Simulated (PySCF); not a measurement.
## A small calculation by hand: chemical shift, span and skew from a shielding tensor

H5OSi2, SMILES O([SiH2])[SiH3] (connectivity only; charge and spin as stated), charge +1, multiplicity 1. Atoms are numbered in the order given.

```xyz
8

Si     1.5865    -0.3802     0.2510
O      0.1085     0.0271     0.0566
Si    -1.5621     0.3540    -0.2623
H      2.1014    -1.5544    -0.4590
H      2.4220     0.4276     1.1429
H     -1.5551     1.7129    -0.8175
H     -1.9793    -0.6803    -1.2172
H     -2.1990     0.2432     1.0557
```
Charge +1, spin multiplicity 1.

Geometry optimised at B3LYP-D3(BJ)/def2-TZVP. The spin state was assumed, not searched. The isomer is the one that the SMILES or the coordinates give; other isomers of the formula were not compared.

GIAO shieldings from PBE0/pcSseg-1 (PySCF), non-relativistic, no solvent. The symmetric part of the tensor of Si3 has the principal values 305.4, 312.5, 425.2 ppm. The same nucleus in TMS has σ = 352.7 ppm at this level (PySCF, at its B3LYP-D3(BJ)/def2-TZVP geometry).

**Question.** Work out the isotropic shielding, the ²⁹Si shift against TMS, the span and the skew.

**Answer.** 
σ(iso) = (σ11 + σ22 + σ33)/3 = 347.7 ppm. δ = σ(ref) − σ(iso) = 352.7 − (347.7) = 5.0 ppm.
Span Ω = σ33 − σ11 = 119.8 ppm. Skew κ = 3(σ(iso) − σ22)/Ω = 0.88. Tumbling in solution averages the tensor to δ; in a static solid the shielding alone would spread this spin-1/2 line over Ω.
